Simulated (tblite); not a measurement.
C6H9O2 (doublet state).
Structure used (GFN2-xTB), in Å, numbered top down from 1:
```
atom  x, y, z in Å
C1    -1.1393   -0.6934   -0.8794
C2    -1.0296    0.2554    0.2406
C3    -2.1210    1.2202    0.4454
O4    -3.0991    1.3194   -0.2490
C5     0.0664    0.3114    1.0302
C6     1.2697   -0.5156    0.8090
C7     1.9225   -0.0667   -0.5600
O8     1.3383   -0.6058   -1.6307
H9    -0.1409   -0.6356   -1.4501
H10   -1.9598   -0.4410   -1.5438
H11   -1.1964   -1.7316   -0.5592
H12   -1.9734    1.8765    1.3261
H13    0.1197    1.0677    1.8030
H14    1.9940   -0.3806    1.6092
H15    1.0269   -1.5733    0.7024
H16    2.9637   -0.4350   -0.5153
H17    1.9513    1.0399   -0.5882
```

Computed with GFN2-xTB (tblite): harmonic, unscaled wavenumbers at the GFN2-xTB geometry, gas phase. Errors from tens to a few hundred cm⁻¹ against measured bands are possible. One conformer, not necessarily the lowest. Open shells enter through the occupations alone, without spin polarisation, and single modes of such species can be off by tens of per cent.

Harmonic wavenumbers (cm⁻¹): 80.0, 117.6, 177.5, 197.3, 255.1, 294.7, 351.5, 405.7, 444.0, 459.7, 527.1, 624.0, 792.1, 839.7, 873.4, 898.0, 926.5, 958.8, 998.0, 1028.9, 1105.8, 1115.0, 1165.1, 1179.2, 1229.1, 1256.3, 1293.8, 1306.4, 1336.5, 1361.5, 1380.5, 1421.3, 1440.4, 1454.8, 1605.6, 1739.2, 2126.0, 2754.7, 2759.7, 2799.6, 2990.9, 3018.7, 3022.1, 3052.9, 3063.0.

A = 4178, B = 1225, C = 1053 MHz; mass 113.060 u (most abundant isotopes); point group C1, symmetry number 1; spin multiplicity 2.

Task: Zero-point energy?

Result: ½Σν̃ = 29114 cm⁻¹ = 348.28 kJ/mol.

Task: What is S at 400 K and 1 bar for an ideal gas of classical rigid rotors and harmonic oscillators?

Result: Translation 173.93, rotation 122.82, vibration 123.98, spin (R ln 2) 5.76: S = 426.5 J/(mol K).

Task: And Cp and H(400 K) − H(0)?

Result: Cp = 176.79 J/(mol K), of which vibrations give 143.53 (their classical limit is 45 R = 374.2); H(400 K) − H(0) = 40.97 kJ/mol without the zero-point energy, 27.66 from vibrations.

Task: How do the functions run with temperature in this model?

Result: 
```json
{"T (K)": "100", "S (J/(mol K))": "275.7", "Cp (J/(mol K))": "65.5", "H − H(0) (kJ/mol)": "4.61", "G − H(0) (kJ/mol)": "-22.96", "ln q(vib)": "0.78"}
{"T (K)": "200", "S (J/(mol K))": "332.7", "Cp (J/(mol K))": "102.5", "H − H(0) (kJ/mol)": "13.04", "G − H(0) (kJ/mol)": "-53.50", "ln q(vib)": "2.56"}
{"T (K)": "300", "S (J/(mol K))": "381.2", "Cp (J/(mol K))": "139.6", "H − H(0) (kJ/mol)": "25.12", "G − H(0) (kJ/mol)": "-89.23", "ln q(vib)": "4.54"}
{"T (K)": "500", "S (J/(mol K))": "469.6", "Cp (J/(mol K))": "209.7", "H − H(0) (kJ/mol)": "60.34", "G − H(0) (kJ/mol)": "-174.45", "ln q(vib)": "8.69"}
{"T (K)": "800", "S (J/(mol K))": "584.7", "Cp (J/(mol K))": "279.3", "H − H(0) (kJ/mol)": "134.63", "G − H(0) (kJ/mol)": "-333.13", "ln q(vib)": "14.93"}
{"T (K)": "1000", "S (J/(mol K))": "650.4", "Cp (J/(mol K))": "309.0", "H − H(0) (kJ/mol)": "193.63", "G − H(0) (kJ/mol)": "-456.77", "ln q(vib)": "18.89"}
```

q(vib) and H(0) count from the zero-point level.

Task: What must be added to the electronic energy to get the Gibbs energy at 400 K and 1 bar?

Result: ZPE + [H(400 K) − H(0)] − T·S = 348.28 + 40.97 − 170.60 = 218.65 kJ/mol.

Task: Which modes carry the vibrational entropy at 400 K?

Result: 80.0 cm⁻¹: 18.70; 117.6 cm⁻¹: 15.53; 177.5 cm⁻¹: 12.18; 197.3 cm⁻¹: 11.34; 255.1 cm⁻¹: 9.32; 294.7 cm⁻¹: 8.21 J/(mol K); the other 39 give 48.71 together.

Hindered rotation and anharmonicity are outside this model. Other conformers, if any are populated, would add a mixing term that is left out. The structure is chiral; the term R ln 2 for an equal mix with its mirror image is left out.
